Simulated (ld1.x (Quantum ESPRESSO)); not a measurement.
**u(r) = r·R(r): atom against pseudo-atom (iron)**

Columns: radius, all-electron u(r) and pseudo u(r) of the 3s shell (level -93.97 eV) of iron in the configuration [Ne] 3s2 3p6 3d6 4s1.75 4p0.25; LDA (PZ), scalar-relativistic, PAW scheme, ld1.x (Quantum ESPRESSO) 7.5.

```json
{"r (bohr)": "0.082", "all-electron": "-0.0633", "pseudo": "0.3227"}
{"r (bohr)": "0.165", "all-electron": "-0.6439", "pseudo": "0.6297"}
{"r (bohr)": "0.248", "all-electron": "-0.4811", "pseudo": "0.8990"}
{"r (bohr)": "0.330", "all-electron": "0.0135", "pseudo": "1.1140"}
{"r (bohr)": "0.413", "all-electron": "0.5243", "pseudo": "1.2710"}
{"r (bohr)": "0.495", "all-electron": "0.9027", "pseudo": "1.3627"}
{"r (bohr)": "0.578", "all-electron": "1.1320", "pseudo": "1.3936"}
{"r (bohr)": "0.660", "all-electron": "1.2280", "pseudo": "1.3699"}
{"r (bohr)": "0.742", "all-electron": "1.2295", "pseudo": "1.3028"}
{"r (bohr)": "0.825", "all-electron": "1.1684", "pseudo": "1.2037"}
{"r (bohr)": "0.908", "all-electron": "1.0715", "pseudo": "1.0863"}
{"r (bohr)": "0.990", "all-electron": "0.9594", "pseudo": "0.9640"}
{"r (bohr)": "1.072", "all-electron": "0.8434", "pseudo": "0.8440"}
{"r (bohr)": "1.155", "all-electron": "0.7298", "pseudo": "0.7298"}
{"r (bohr)": "1.238", "all-electron": "0.6246", "pseudo": "0.6246"}
{"r (bohr)": "1.320", "all-electron": "0.5309", "pseudo": "0.5309"}
{"r (bohr)": "1.402", "all-electron": "0.4482", "pseudo": "0.4482"}
{"r (bohr)": "1.485", "all-electron": "0.3754", "pseudo": "0.3754"}
{"r (bohr)": "1.568", "all-electron": "0.3130", "pseudo": "0.3130"}
{"r (bohr)": "1.650", "all-electron": "0.2605", "pseudo": "0.2605"}
{"r (bohr)": "1.733", "all-electron": "0.2156", "pseudo": "0.2156"}
{"r (bohr)": "1.815", "all-electron": "0.1784", "pseudo": "0.1784"}
{"r (bohr)": "1.898", "all-electron": "0.1469", "pseudo": "0.1469"}
{"r (bohr)": "1.980", "all-electron": "0.1210", "pseudo": "0.1210"}
{"r (bohr)": "2.062", "all-electron": "0.0995", "pseudo": "0.0995"}
{"r (bohr)": "2.145", "all-electron": "0.0815", "pseudo": "0.0815"}
```

Problem. How many radial nodes do the two functions have?

Solution. The all-electron 3s function has n − l − 1 = 2 (the table is too coarse to show those close to the nucleus); the pseudo-wave has 0, since the states of the same l below it are removed with the core.

Problem. At about which radius was the pseudo-wave matched?

Solution. 1.15 bohr, where the columns begin to agree (steps of 0.08 bohr).

Problem. Where does each function peak?

Solution. Outermost all-electron maximum near 0.74 bohr, pseudo maximum near 0.58 bohr (to the table’s step).

Problem. Is the pseudo-wave norm-conserving?

Solution. No, it belongs to a PAW set: the norm inside the radius is not constrained, and the difference is carried by the augmentation charge.
